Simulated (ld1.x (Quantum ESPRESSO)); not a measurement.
**Before and after: RRKJ potential for V (Z = 23)**

ld1.x (Quantum ESPRESSO) 7.5 input, shortened:

```
&input
   title='V', zed=23., rel=1, dft='PBESOL', iswitch=3,
   config='[Ar] 3d3 4s1 4p1'
 /
 &inputp
   pseudotype=2, tm=.false., lloc=0,
   nlcc=.true., new_core_ps=.true., rcore=1.20
 /
3
4P  2  1   1.00   0.00  3.85  3.85  0.0
3D  3  2   3.00   0.00  1.70  1.70  0.0
4S  1  0   1.00   0.00  3.00  3.00  0.0
 &test
   configts(1)='3d3 4s1 4p1'
 /
```

All-electron outer shells of the reference configuration (PBEsol, scalar-relativistic, ld1.x):

| shell | level (eV) | outermost node (bohr) | outermost maximum (bohr) |
| --- | --- | --- | --- |
| 3s | -71.45 | 0.38 | 0.82 |
| 3p | -45.37 | 0.35 | 0.84 |
| 3d | -6.51 | – | 0.90 |
| 4s | -5.54 | 1.17 | 2.72 |
| 4p | -2.10 | 1.30 | 3.54 |

Change: all radii but the core radius scaled by about 1.29 (s 3.88, p 4.96, d 2.20 bohr).

Cutoffs: the cutoffs (Ry, on a coarse ladder) from which the occupation-weighted sum of valence levels, in a spherical-Bessel basis at the reference potential, stays within 10 and 1 mRy of its value at 400 Ry; they do not see the model core or the augmentation charge, which bear on the density cutoff. Errors are all-electron minus pseudo energies relative to the spin-unpolarised reference configuration.

Question: How do hardness, ghosts and transferability respond?

Answer: The potential gets softer (55 Ry and 70 Ry → 35 Ry and 50 Ry); of the 7 tests that both files solve, the error grows in 3 and shrinks in 4 by more than 15 % and 0.3 meV (median size 23.0 → 44.5 meV); neither file shows a bound ghost. A larger radius leaves more room for a smooth pseudo-wave, so fewer plane waves are needed.

| quantity | base | changed |
| --- | --- | --- |
| cutoff, loose | 55 Ry | 35 Ry |
| cutoff, tight | 70 Ry | 50 Ry |
| loose cutoff by channel (10 mRy a level) | p 6 Ry, d 50 Ry, s 6 Ry | p 6 Ry, d 35 Ry, s 6 Ry |
| bound ghosts | none | none |
| error for 3d3 4s2 4p0, meV [ΔE -3.37 eV] | -4.4 | -11 |
| error for 3d3 4s1 4p0, meV [ΔE 4.38 eV] | -1.8 | +1.2 |
| error for 3d3 4s0 4p0, meV [ΔE 18.58 eV] | -23 | -70 |
| error for 3d3 4s0 4p1, meV [ΔE 8.50 eV] | -8.9 | -27 |
| error for 3d3.5 4s1.5 4p0, meV [ΔE -3.32 eV] | -71 | -44 |
| error for 3d2 4s2 4p1, meV [ΔE 2.43 eV] | -317 | +149 |
| error for 3d1 4s0 4p0, meV [ΔE 93.27 eV] | -1742 | -735 |
